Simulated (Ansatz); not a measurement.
C₆H₁₀F₂SiZr, SMILES `[CH3][Zr]1234([F])([F])[C@@H]5[C@H]1[C@H]2[C@@]3([SiH3])[C@@H]54`. Charge 0, multiplicity 1. Zr: def2 effective core potential. All single points use the PBE0-D4/def2-TZVP geometry.

```xyz
20

C    -0.561   -2.760    0.343
Zr    0.595   -1.030   -0.442
F     1.118   -1.602   -2.194
F     2.132   -0.954    0.705
C    -1.197    0.444   -1.454
C    -1.694    0.054   -0.192
C    -0.864    0.627    0.793
C     0.165    1.367    0.159
Si    1.513    2.338    1.003
C    -0.055    1.238   -1.242
H    -0.938   -2.624    1.361
H     0.145   -3.603    0.357
H    -1.405   -3.047   -0.293
H    -1.593    0.148   -2.415
H    -2.554   -0.573   -0.011
H    -0.971    0.491    1.861
H     2.772    2.237    0.222
H     1.706    1.812    2.376
H     1.120    3.770    1.084
H     0.565    1.665   -2.019
```

Task: What is the dipole moment at ωB97M-V/def2-TZVPP? (An estimate is asked.)

Result: The calculation gave: 2.59 D, with components (-2.26, 1.26, 0.08) D in this frame, pointing from negative to positive charge.

Task: And with PBE, r2SCAN, B3LYP? (Best estimate.)

Result: The calculation gave: PBE 2.39 D, r2SCAN 2.47 D, B3LYP 2.58 D.

Task: Give the Mulliken charges with ωB97M-V, B3LYP, r2SCAN in def2-TZVPP. (Best estimate.)

Result: Computed: 
```csv
atom,ωB97M-V,B3LYP,r2SCAN
C1,-0.61,-0.56,-0.47
Zr2,1.00,1.08,1.07
F3,-0.37,-0.39,-0.38
F4,-0.37,-0.39,-0.38
C5,-0.09,-0.12,-0.11
C6,-0.18,-0.16,-0.11
C7,-0.13,-0.18,-0.17
C8,-0.22,-0.11,-0.14
Si9,0.22,0.30,0.34
C10,-0.15,-0.17,-0.15
H11,0.12,0.10,0.07
H12,0.12,0.10,0.07
H13,0.12,0.10,0.07
H14,0.15,0.15,0.13
H15,0.14,0.14,0.11
H16,0.15,0.14,0.12
H17,-0.01,-0.06,-0.06
H18,-0.01,-0.06,-0.06
H19,-0.02,-0.06,-0.07
H20,0.15,0.14,0.12
```

B3LYP here is the variant with VWN-RPA as its local correlation; programs differ in this.
